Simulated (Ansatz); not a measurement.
Basis-set extrapolation for CH₆BNSSi, SMILES `BSC(=N)[SiH3]` (PBE0-D4/def2-TZVP geometry, frozen core, Ansatz). Multiplicity 1, RHF reference.

|  | def2-TZVPP | def2-QZVPP |
| --- | --- | --- |
| HF | -807.009767 | -807.035332 |
| MP2 correlation | -0.764133 | -0.819434 |
| CCSD(T) correlation | -0.857215 | not run |

Energies in hartree. Use E(X) = E(∞) + A·exp(−7.88·√X) for Hartree–Fock and E(X) = E(∞) + B·X^(−2.97) for correlation, with X = 3 and 4, and add CCSD(T) minus MP2 of the smaller set to the MP2 limit.

Q: What is the CCSD(T) energy at the basis-set limit?

A: HF limit: -807.035332 + (-0.025565) × 0.13774 = -807.03885. MP2 limit: -0.819434 + (-0.055301) × 0.74074 = -0.86040. Higher-order term: -0.857215 − (-0.764133) = -0.09308. Total: -807.99233 hartree, 329.1 kJ/mol below CCSD(T)/def2-TZVPP.
